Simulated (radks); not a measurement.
Ionisation of neutral bromine, [Ar] 3d10 4s2 4p5, to [Ar] 3d10 4s2 4p4 as the strength of local exchange is varied. Calculated with a radial shooting solver on a logarithmic mesh with Libxc functionals: scalar-relativistic Kohn-Sham, Slater X-alpha exchange (alpha = 2/3 is LDA exchange), no correlation, spin-polarised, spherical densities, point nucleus; open shells are filled with parallel spins first.

alpha  E(Br) (hartree)  exchange (hartree)  IE (eV)  -e of the level emptied (eV)  <r> of it (bohr)
0.602      -2591.66479           -76.98879    9.997                    5.746 (4p)             2.182
0.661      -2599.22930           -84.77725   10.583                    6.285 (4p)             2.149
0.667      -2599.99979           -85.57171   10.644                    6.341 (4p)             2.146
0.712      -2605.78561           -91.54438   11.103                    6.767 (4p)             2.122
0.743      -2609.77874           -95.67346   11.425                    7.067 (4p)             2.106
0.85       -2623.60745          -110.01663   12.569                    8.141 (4p)             2.052
0.982      -2640.76524          -127.90550   14.051                    9.550 (4p)             1.992
0.999      -2642.98282          -130.22496   14.247                    9.738 (4p)             1.984

NIST Atomic Spectra Database: 11.814 eV (measured). The Delta-SCF value meets it near alpha = 0.78. Open shells are spherical and high-spin; term and fine-structure splittings are not resolved.
